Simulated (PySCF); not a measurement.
C₄H₄ClF.

```xyz
10

C      2.5027    -0.2044    -1.5334
C      1.4040    -0.4161    -0.8567
C      0.2818    -0.6020    -0.1992
F      0.1832    -1.5332     0.7706
C     -0.9800     0.1501    -0.4361
Cl    -1.4219     1.1882     0.9862
H      2.7153    -0.7387    -2.4677
H      3.2576     0.5130    -1.1883
H     -1.8187    -0.5455    -0.5826
H     -0.8825     0.8047    -1.3096
```
Charge 0, spin multiplicity 1.

Geometry: B3LYP-D3(BJ)/def2-SVP. This is a generated structure with no PubChem entry under its InChIKey; it may be hypothetical. Other conformers were not sampled.

Computed with PBE/pcSseg-1 run with PySCF. Non-relativistic, no solvent.

Problem. Give the absolute GIAO shielding of each atom: isotropic value and principal components (ppm). (The exact figures need the calculation; the answer reports its results.)

Solution. 
```tsv
atom	σ(iso)	σ11	σ22	σ33	span
C1	83.8	1.6	88.2	161.5	159.9
C2	-33.3	-54.0	-47.5	1.8	55.8
C3	33.8	-19.2	40.0	80.7	99.9
F4	303.0	231.3	313.8	364.0	132.7
C5	126.2	100.7	129.6	148.2	47.5
Cl6	778.4	556.9	694.3	1084.1	527.1
H7	25.4	23.8	24.1	28.2	4.4
H8	25.3	23.8	24.1	28.0	4.2
H9	26.7	21.4	26.0	32.7	11.3
H10	27.2	22.0	26.6	33.0	11.0
```
